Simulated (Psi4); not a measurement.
Pair of molecules, SMILES C#C with SMILES S (the first has 4 atoms); geometry from B3LYP-D3(BJ)/def2-TZVP, rigid monomers moved along the line of their centres of mass till C2···H7 is 2.39 Å.
(charge 0, multiplicity 1):
```xyz
7

C     -0.51234     0.75208     0.16927
C     -0.53788    -0.43811     0.04183
H     -0.48874     1.80894     0.28204
H     -0.55902    -1.49514    -0.06996
S      0.88416    -0.31589     3.45543
H     -0.36959    -0.33132     3.93526
H      0.46201    -0.11838     2.19441
```

The numbers are results of SAPT0/jun-cc-pV(D+d)Z (Psi4 1.11), not measurements.

**Question.** Give the four SAPT terms and the total, and say what mostly holds the pair together.

**Answer.** electrostatics -4.61, exchange 8.15, induction -1.72, dispersion -2.22, total -0.40 kcal/mol; the largest attraction is electrostatics.
